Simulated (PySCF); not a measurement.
**B⁺ (boron, charge +1): UHF calculation**

Configuration: [He] 2s2, closed-shell 1S. Calculation: PySCF 2.14, in def2-SVP (3s2p1d, 14 functions); the non-relativistic Hamiltonian (point nucleus).

```json
{
  "Total energy": "-24.201942 hartree",
  "One-electron energy": "-30.2897 hartree",
  "Hartree (Coulomb) energy": "9.5676 hartree",
  "Exchange energy": "-3.4798 hartree",
  "Kinetic energy": "24.20564 hartree",
  "⟨S²⟩": "0.0000",
  "⟨L²⟩": "0.000",
  "Sum of ⟨r⟩": "4.298 bohr",
  "Sum of ⟨r²⟩": "8.146 bohr²",
  "Density at the nucleus (Gaussians lack the cusp)": "65.6 bohr⁻³",
  "Langevin diamagnetic susceptibility": "-6.45 ×10⁻⁶ cm³/mol",
  "Time after the integrals": "0.03 s of wall time on 1 thread of Neoverse-V2 (shared host)"
}
```

```json
{"shell": "1s", "electrons": "2", "mean orbital energy (eV)": "-222.92", "rms radius, mean of both spins (bohr)": "0.378"}
{"shell": "2s", "electrons": "2", "mean orbital energy (eV)": "-23.533", "rms radius, mean of both spins (bohr)": "1.98"}
```
